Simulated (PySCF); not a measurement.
C₆ coefficients of unlike pairs at wB97X

Calculated with PySCF 2.14 from the dipole response of each species, C₆(A,B) = (3/π) ∫ α_A(iu) α_B(iu) du, in atomic units, from isotropic polarisabilities. For ions this is the dispersion term alone; charge-induced terms of lower order in 1/R come first.

| species | configuration | basis | relativity | α (bohr³) | C₆ (like pair) |
| --- | --- | --- | --- | --- | --- |
| B | [He] 2s2 2p1 (2P) | aug-cc-pVTZ (5s4p3d2f) | none | 22.19 | 109.0 |
| Cu⁻ | [Ar] 3d10 4s2 (1S) | aug-cc-pVTZ-PP with one added diffuse shell each of s, p, d, f, g type with ECP10MDF (7s7p6d4f3g) | core potential | 233.7 | 3437 |
| Ge³⁺ | [Ar] 3d10 4s1 (2S) | def2-QZVPPD (12s7p5d4f1g) | none | 6.577 | 15.88 |
| Cu³⁺ | [Ar] 3d8 (3F) | aug-cc-pVTZ-PP with one added diffuse shell each of s, p, d, f, g type with ECP10MDF (7s7p6d4f3g) | core potential | 1.570 | 3.572 |

Problem. Estimate C₆ for Ge³⁺ with B.

Solution. The integral gives 39.70. The combination rule 2 C_A C_B / (C_A α_B/α_A + C_B α_A/α_B) gives 40.30 and the geometric mean 41.60.

No spin-orbit coupling is included.

The other pairs:

| pair | C₆ |
| --- | --- |
| Ge³⁺, Cu⁻ | 175.2 |
| Cu⁻, B | 528.2 |
| Cu³⁺, Ge³⁺ | 6.572 |
| Cu³⁺, B | 13.66 |
| Cu³⁺, Cu⁻ | 51.44 |
